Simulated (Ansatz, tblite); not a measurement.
Removing and adding an electron: Cd₇H₂₀S₇. Charge 0, multiplicity 1. Geometry: r2SCAN-D4/def2-SVP. Ansatz, gas phase; energy differences of separate SCF runs; the oxidised species was run as a doublet alone; the reduced species was run as a doublet alone.

```xyz
34

Cd    1.700   -0.945   -3.122
Cd    0.619    1.726    0.708
Cd    2.749   -2.361   -0.159
Cd   -1.239    2.415   -2.746
Cd   -2.789   -0.313   -2.432
Cd   -2.136   -0.993    1.462
Cd   -0.066   -3.827   -0.219
S    -0.255    4.617    0.426
S     1.110    1.433   -1.823
S    -0.665   -1.897   -2.190
S     2.463   -0.659    4.102
S    -1.370    0.530    3.834
S     0.382   -1.179    0.926
S    -1.963    1.197   -0.133
H     2.820   -1.578   -1.799
H     1.841   -0.747   -4.798
H     1.361    2.018    2.208
H     3.739   -2.307    1.230
H    -1.302    4.107   -2.637
H    -1.885    0.945   -3.545
H    -4.384   -0.851   -2.377
H    -3.562   -1.804    1.808
H     1.677   -3.901   -0.647
H    -1.461   -4.537    0.389
H     0.944    5.131    0.071
H    -0.690    4.556   -0.866
H     2.053    2.347   -2.140
H    -1.003   -2.674   -3.245
H     2.480    0.507    3.408
H     3.038   -1.340    3.076
H    -0.143   -0.031    4.015
H    -1.964   -0.307    4.715
H     0.862   -1.277    2.195
H    -2.960    1.999    0.307
```

In the def2 sets Cd takes a core potential; there is no spin–orbit coupling. The xTB rows come from tblite. Single mean-field runs in def2-TZVP are fitted with def2-universal-jkfit. HOMO above LUMO, or a gap near zero within one spin, warns that the state may not be the lowest or that an electron is smeared out. In the singlet geometry the species has come apart into loosely held pieces. In the doublet geometry the species has come apart into loosely held pieces.

```json
{"level": "GFN1-xTB", "−HOMO (eV)": "9.80", "vertical IE (eV)": "11.48", "−LUMO (eV)": "5.52", "vertical EA (eV)": "4.12", "HOMO–LUMO gap (eV)": "4.28", "IE − EA (eV)": "7.36", "remarks": "–"}
{"level": "GFN2-xTB", "−HOMO (eV)": "10.76", "vertical IE (eV)": "12.34", "−LUMO (eV)": "6.69", "vertical EA (eV)": "4.69", "HOMO–LUMO gap (eV)": "4.07", "IE − EA (eV)": "7.65", "remarks": "–"}
{"level": "PBE-D4/def2-TZVP", "−HOMO (eV)": "6.13", "vertical IE (eV)": "–", "−LUMO (eV)": "2.05", "vertical EA (eV)": "0.68", "HOMO–LUMO gap (eV)": "4.08", "IE − EA (eV)": "–", "remarks": "HOMO above zero (-1 doublet), gap within one spin near zero (-1 doublet)"}
{"level": "PBE0-D4/def2-TZVP", "−HOMO (eV)": "7.22", "vertical IE (eV)": "8.43", "−LUMO (eV)": "1.26", "vertical EA (eV)": "0.31", "HOMO–LUMO gap (eV)": "5.96", "IE − EA (eV)": "8.12", "remarks": "HOMO above zero (-1 doublet)"}
{"level": "BHLYP-D4/def2-TZVP", "−HOMO (eV)": "8.23", "vertical IE (eV)": "8.90", "−LUMO (eV)": "0.45", "vertical EA (eV)": "-0.09", "HOMO–LUMO gap (eV)": "7.78", "IE − EA (eV)": "8.98", "remarks": "HOMO above zero (-1 doublet)"}
```

Relaxing the oxidised species (r2SCAN-D4/def2-SVP) changes its energy by -0.81 eV at PBE0-D4/def2-TZVP, so the adiabatic ionisation energy to this nearest minimum is 7.62 eV. On the way Cd1–S13 forms.  Relaxing the reduced species (r2SCAN-D4/def2-SVP) changes its energy by -2.16 eV at PBE-D4/def2-TZVP, so the adiabatic electron affinity to this nearest minimum is 2.85 eV. On the way the bond Cd4–H19 breaks and the bond S8–H26 breaks and Cd4–S8 forms. At PBE0-D4/def2-TZVP it is 2.85 eV. In the charge -1 doublet, H19 and H26 lie 0.76 Å apart (atoms count from 1), so H2 has formed as a molecule. Run but left out: PBE-D4/def2-TZVP (charge +1 doublet: an occupied level 0.01 eV above an empty one).   A HOMO above zero means that the electron is unbound at that level or that self-interaction error raises the level; the energy of removing that electron tells which. Raw xTB energy differences between charge states are shifted by several eV; the methods need an empirical correction for them. Sets without diffuse functions give affinities that are too small. A negative affinity means that the extra electron isn't bound; its size then hangs on the basis.
